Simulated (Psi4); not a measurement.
Pair of molecules, SMILES N with SMILES FCF (the first has 4 atoms); geometry from B3LYP-D3(BJ)/def2-TZVP, rigid monomers moved along the line of their centres of mass till N1···H8 is 2.13 Å.
(charge 0, multiplicity 1):
```xyz
9

N     -0.009    -0.099    -0.119
H     -1.022    -0.082    -0.172
H      0.319     0.833    -0.349
H      0.321    -0.723    -0.846
F     -1.045    -0.476     3.374
C      0.277    -0.371     3.040
F      0.727     0.848     3.468
H      0.368    -0.420     1.954
H      0.828    -1.145     3.577
```

Calculation: SAPT0/jun-cc-pV(D+d)Z in Psi4 1.11.

Problem. Which attractive term is largest, and how does the interaction split up?

Solution. electrostatics -36.1, exchange 41.6, induction -9.7, dispersion -7.5, total -11.7 kJ/mol; the largest attraction is electrostatics.
